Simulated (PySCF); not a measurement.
H2O, charge +1, doublet, geometry from GFN2-xTB (a state made from the parent by changing its charge; the spin is typed, not shown lowest); HF/def2-SVP (PySCF).

PySCF was given this input:
```python
from pyscf import gto, scf

mol = gto.M(
    atom='''
O     0.00838048    0.00164066    0.09925610
H    -0.05320696    0.86638286   -0.40979171
H    -0.01383690   -0.87950812   -0.38425707
''',
    basis='def2-svp',
    charge=1,
    spin=1,
    verbose=4,
)

mf = scf.UHF(mol)
mf.conv_tol = 1e-6
mf.kernel()
mf.analyze()
```

Question: Write the output that PySCF gives for this input, abridged.

Answer: 
```
PySCF version 2.14.0

[INPUT] verbose = 4
[INPUT] num. atoms = 3
[INPUT] num. electrons = 9
[INPUT] charge = 1
[INPUT] spin (= nelec alpha-beta = 2S) = 1
[INPUT] symmetry False subgroup None
[INPUT] Mole.unit = angstrom
[INPUT] Symbol           X                Y                Z      unit          X                Y                Z       unit  Magmom
[INPUT]  1 O      0.008380480000   0.001640660000   0.099256100000 AA    0.015836811992   0.003100398064   0.187566845192 Bohr   0.0
[INPUT]  2 H     -0.053206960000   0.866382860000  -0.409791710000 AA   -0.100546582321   1.637226324417  -0.774394100017 Bohr   0.0
[INPUT]  3 H     -0.013836900000  -0.879508120000  -0.384257070000 AA   -0.026147951413  -1.662029471131  -0.726140623728 Bohr   0.0

nuclear repulsion = 8.7248799919794
number of shells = 12
number of NR pGTOs = 38
number of NR cGTOs = 24
basis = def2-svp
ecp = {}

******** <class 'pyscf.scf.uhf.UHF'> ********
method = UHF
initial guess = minao
damping factor = 0
level_shift factor = 0
DIIS = <class 'pyscf.scf.diis.CDIIS'>
diis_start_cycle = 1
diis_space = 8
diis_damp = 0
SCF conv_tol = 1e-06
SCF conv_tol_grad = None
SCF max_cycles = 50
direct_scf = True
direct_scf_tol = 1e-13
number electrons alpha = 5  beta = 4
Set gradient conv threshold to 0.001
init E= -75.6744488654898

cycle= 1 E= -75.5135479769336  delta_E= 0.161  |g|= 0.317  |ddm|= 0.992
cycle= 2 E= -75.5571886974226  delta_E= -0.0436  |g|= 0.115  |ddm|= 0.28
cycle= 3 E= -75.5620031714691  delta_E= -0.00481  |g|= 0.026  |ddm|= 0.081
cycle= 4 E= -75.5624780036397  delta_E= -0.000475  |g|= 0.00941  |ddm|= 0.0248
cycle= 5 E= -75.5625802142424  delta_E= -0.000102  |g|= 0.00428  |ddm|= 0.0117
cycle= 6 E= -75.5626104638301  delta_E= -3.02e-05  |g|= 0.00119  |ddm|= 0.00833
cycle= 7 E= -75.5626130628135  delta_E= -2.6e-06  |g|= 0.000221  |ddm|= 0.0027
cycle= 8 E= -75.5626131374902  delta_E= -7.47e-08  |g|= 4.36e-05  |ddm|= 0.000494
Extra cycle  E= -75.5626131391475  delta_E= -1.66e-09  |g|= 2.11e-05  |ddm|= 4.46e-05
converged SCF energy = -75.5626131391475  <S^2> = 0.75721346  2S+1 = 2.0072005
**** SCF Summaries ****
Total Energy =                         -75.562613139147530
Nuclear Repulsion Energy =               8.724879991979403
One-electron Energy =                 -117.293069758397436
Two-electron Energy =                   33.005576627270500
Two-electron Coulomb Energy =           41.607662850560814
DFT Exchange-Correlation Energy =       -8.602086223290314
**** MO energy ****
                             alpha | beta                alpha | beta
MO #1   energy= -21.1152723226995  | -21.0686696442281  occ= 1 | 1
MO #2   energy= -1.85129257942073  | -1.69181758065687  occ= 1 | 1
MO #3   energy= -1.20962253958769  | -1.17294289472733  occ= 1 | 1
MO #4   energy= -1.11559708769811  | -1.00209322513475  occ= 1 | 1
MO #5   energy= -1.05458519765484  | -0.300022039322745 occ= 1 | 0
MO #6   energy= -0.153686387873255 | -0.139146644224985 occ= 0 | 0
MO #7   energy= -0.0668574934985338 | -0.0578098977597583 occ= 0 | 0
MO #8   energy= 0.362594306768758  | 0.374902746281166  occ= 0 | 0
MO #9   energy= 0.433708090134432  | 0.433689749686601  occ= 0 | 0
MO #10  energy= 0.684804525900655  | 0.75907120069559   occ= 0 | 0
MO #11  energy= 0.735721012080897  | 0.856195118894048  occ= 0 | 0
MO #12  energy= 0.840105416159331  | 0.88366875839245   occ= 0 | 0
MO #13  energy= 0.88078285719295   | 0.918625963337312  occ= 0 | 0

To work with the spin densities directly, `use mulliken_meta_spin()` only printing them here.

 ** Mulliken spin pop alpha/beta on meta-lowdin orthogonal AOs **
 ** Mulliken Spin Density (per AO)  **
spin_pop of  0 O 1s       -0.00000
spin_pop of  0 O 2s        0.03832
spin_pop of  0 O 3s       -0.00002
spin_pop of  0 O 2px       0.98893
spin_pop of  0 O 2py       0.03883
spin_pop of  0 O 2pz       0.01808
spin_pop of  0 O 3px       0.00276
spin_pop of  0 O 3py       0.00055
spin_pop of  0 O 3pz       0.00078
spin_pop of  0 O 3dxy     -0.00000
spin_pop of  0 O 3dyz      0.00009
spin_pop of  0 O 3dz^2     0.00038
spin_pop of  0 O 3dxz      0.00047
spin_pop of  0 O 3dx2-y2   -0.00145
spin_pop of  1 H 1s       -0.04197
spin_pop of  1 H 2s       -0.00163
spin_pop of  1 H 2px       0.00017
spin_pop of  1 H 2py      -0.00025
spin_pop of  1 H 2pz      -0.00018
spin_pop of  2 H 1s       -0.04197
spin_pop of  2 H 2s       -0.00163
spin_pop of  2 H 2px       0.00017
spin_pop of  2 H 2py      -0.00026
spin_pop of  2 H 2pz      -0.00017
 ** Mulliken Spin Density (per atom)  **
spin density of  0 O =      1.08771
spin density of  1 H =     -0.04386
spin density of  2 H =     -0.04386
 ** Mulliken pop alpha/beta on meta-lowdin orthogonal AOs **
 ** Mulliken pop       alpha | beta **
pop of  0 O 1s        0.99999 | 0.99999
pop of  0 O 2s        0.84484 | 0.80653
pop of  0 O 3s        0.00094 | 0.00096
pop of  0 O 2px       0.99568 | 0.00675
pop of  0 O 2py       0.74026 | 0.70143
pop of  0 O 2pz       0.91527 | 0.89719
pop of  0 O 3px       0.00277 | 0.00001
pop of  0 O 3py       0.00458 | 0.00403
pop of  0 O 3pz       0.00125 | 0.00047
pop of  0 O 3dxy      0.00002 | 0.00002
pop of  0 O 3dyz      0.00293 | 0.00284
pop of  0 O 3dz^2     0.00069 | 0.00031
pop of  0 O 3dxz      0.00050 | 0.00004
pop of  0 O 3dx2-y2    0.00057 | 0.00202
pop of  1 H 1s        0.23375 | 0.27571
pop of  1 H 2s        0.00909 | 0.01073
pop of  1 H 2px       0.00018 | 0.00001
pop of  1 H 2py       0.00153 | 0.00178
pop of  1 H 2pz       0.00030 | 0.00048
pop of  2 H 1s        0.23375 | 0.27571
pop of  2 H 2s        0.00909 | 0.01073
pop of  2 H 2px       0.00017 | 0.00000
pop of  2 H 2py       0.00156 | 0.00182
pop of  2 H 2pz       0.00028 | 0.00044
In total             5.00000 | 4.00000
 ** Mulliken atomic charges   ( Nelec_alpha | Nelec_beta ) **
charge of  0O =      0.06710  (     4.51031      3.42259 )
charge of  1H =      0.46645  (     0.24485      0.28870 )
charge of  2H =      0.46645  (     0.24485      0.28870 )

WARN: System has nonzero charge 1; the dipole moment is origin-dependent.
Location of origin: [0. 0. 0.]

Dipole moment(X, Y, Z, Debye): -0.17664, -0.03458, -2.09208
```
